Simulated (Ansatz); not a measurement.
Consider the formal exchange of groups at the Si–C bond: `C[SiH](F)Br` + `CCCCC(C)CC` → `CC[SiH](F)Br` + `CCCC(C)CC`.

Isolated molecules relaxed with PBE0-D4/def2-TZVP in Ansatz; ΔE leaves out vibrations. CCSD(T)/CBS is the MP2 limit (def2-TZVPP, def2-QZVPP) plus CCSD(T) − MP2 in def2-TZVPP, frozen cores. Functionals use def2-TZVPP. For Br outer-core shells are correlated without core-valence functions, which leaves a few kJ/mol of doubt a bond. Scalar relativity is left out up to krypton. One conformer a species, not always the lowest.

`C[SiH](F)Br`:

```xyz
8

C     0.135    0.636   -0.787
Si   -0.201   -0.596    0.543
F     0.627   -1.928    0.257
Br    0.453    0.194    2.504
H    -0.164    0.232   -1.758
H    -0.426    1.555   -0.604
H     1.198    0.883   -0.823
H    -1.623   -0.977    0.668
```

`CCCCC(C)CC`:

Cartesian coordinates in Å:
```
C 2.937 -1.829 0.563
C 1.555 -1.480 0.039
C 1.522 -0.137 -0.674
C 0.182 0.204 -1.315
C -1.029 0.247 -0.383
C -2.284 0.532 -1.197
C -0.840 1.255 0.747
C -1.973 1.288 1.760
H 2.943 -2.794 1.076
H 3.665 -1.881 -0.252
H 3.292 -1.075 1.271
H 1.211 -2.261 -0.649
H 0.843 -1.476 0.871
H 2.288 -0.136 -1.458
H 1.819 0.651 0.027
H 0.265 1.175 -1.819
H -0.022 -0.528 -2.107
H -1.147 -0.745 0.073
H -2.240 1.535 -1.636
H -3.190 0.473 -0.592
H -2.387 -0.183 -2.017
H -0.705 2.253 0.309
H 0.092 1.029 1.274
H -1.739 1.961 2.588
H -2.910 1.630 1.317
H -2.149 0.294 2.182
```

`CC[SiH](F)Br`:

```xyz
11

C    -1.406   -0.440    0.079
C     0.103   -0.664    0.168
Si    1.082    0.875   -0.152
F     0.757    1.417   -1.617
Br    3.251    0.448   -0.054
H    -1.952   -1.365    0.282
H    -1.700   -0.095   -0.915
H    -1.747    0.306    0.802
H     0.388   -1.034    1.159
H     0.431   -1.425   -0.547
H     0.793    1.976    0.794
```

`CCCC(C)CC`:

Z-matrix (Å, degrees):
```
C
C 1 1.519
H 1 1.094 2 111.0
H 1 1.094 2 111.1 3 -119.5
H 1 1.093 2 111.7 3 120.2
C 2 1.520 1 112.5 3 59.8
H 2 1.094 1 109.2 3 -62.7
H 2 1.097 1 109.6 3 -178.6
C 6 1.527 2 115.4 1 175.7
H 6 1.099 2 109.3 1 -61.2
H 6 1.097 2 108.5 1 53.7
C 9 1.523 6 111.8 2 63.2
C 9 1.528 6 109.9 2 -172.1
H 9 1.100 6 107.6 2 -55.3
H 12 1.095 9 110.4 6 61.5
H 12 1.091 9 111.8 6 -58.4
H 12 1.092 9 111.8 6 -178.5
C 13 1.519 9 114.9 6 172.4
H 13 1.096 9 108.3 6 50.4
H 13 1.097 9 108.7 6 -64.3
H 18 1.092 13 111.0 9 -175.5
H 18 1.092 13 112.1 9 64.6
H 18 1.094 13 111.0 9 -55.8
```

```json
{"species": "`C[SiH](F)Br`", "PBE energy (Eh)": "-3003.51110"}
{"species": "`CCCCC(C)CC`", "PBE energy (Eh)": "-315.35318"}
{"species": "`CC[SiH](F)Br`", "PBE energy (Eh)": "-3042.77793"}
{"species": "`CCCC(C)CC`", "PBE energy (Eh)": "-276.08416"}
```

(1) Work out ΔE.

Largest T1 diagnostic among the species: 0.009.

Results:

(1) ΔE = (-3042.77793) + (-276.08416) − (-3003.51110) − (-315.35318) = 0.00219 Eh = +5.7 kJ/mol. CCSD(T)/CBS gives +10.1 kJ/mol.

In def2-TZVPP, CCSD(T) changes the Hartree–Fock value by +4.4 kJ/mol (the triples alone add +0.5 kJ/mol) and MP2 by +5.3 kJ/mol.
